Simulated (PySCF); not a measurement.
Gas-phase reaction: SnH4 + C4H8 (trans-2-butene) → Sn(CH3)4. Level: ωB97X-V/def2-TZVP†; standard pressure 1 bar.

Energies from PySCF, thermal terms from the rigid-rotor harmonic-oscillator model, ideal gas at 1 bar. † marks an energy on the PBE0/def2-TZVP geometry and frequencies. All species are closed-shell singlets. Sn: scalar-relativistic def2 core potential, no spin-orbit coupling. The harmonic model lacks anharmonicity and excited electronic states, which grow with temperature; levels with a mode under 35 cm⁻¹ are left out. Internal rotation in C4H8 (trans-2-butene), Sn(CH3)4 is treated as a harmonic vibration of one conformer, which makes the entropy rough.

```csv
T (K),1000/T (1/K),log10 K
800,1.2500,4.77
1000,1.0000,2.87
1200,0.8333,1.62
1400,0.7143,0.74
1600,0.6250,0.08
1800,0.5556,?
```

**Question.** Fit log10 K = a + b·(1000/T) to the five rows, get the mean ΔH° and ΔS°, and predict log10 K at 1800 K.

**Answer.** Means: 1000/T = 0.8845, log10 K = 2.016. Sums of products about the means: Sxy = 1.84507, Sxx = 0.245860, so b = Sxy/Sxx = 7.50 and a = 2.016 − (7.50)×0.8845 = -4.62.
ΔH° = −R ln 10 × 1000 K × b = −19.145 × (7.50) = -144 kJ; ΔS° = R ln 10 × a = -88 J/K. The run's own values go from -146 kJ and -92 J/K at 800 K to -137 kJ and -84 J/K at 1800 K.
Prediction at 1800 K: -4.62 + (7.50)×0.5556 = -0.45. The computed value is -0.42, 0.03 from the line.
For scale, ΔH°(298 K) is -155 kJ at this level, -153 kJ at ωB97M-V/def2-TZVP†, and runs from -190 to 65 kJ over the 16 levels computed.
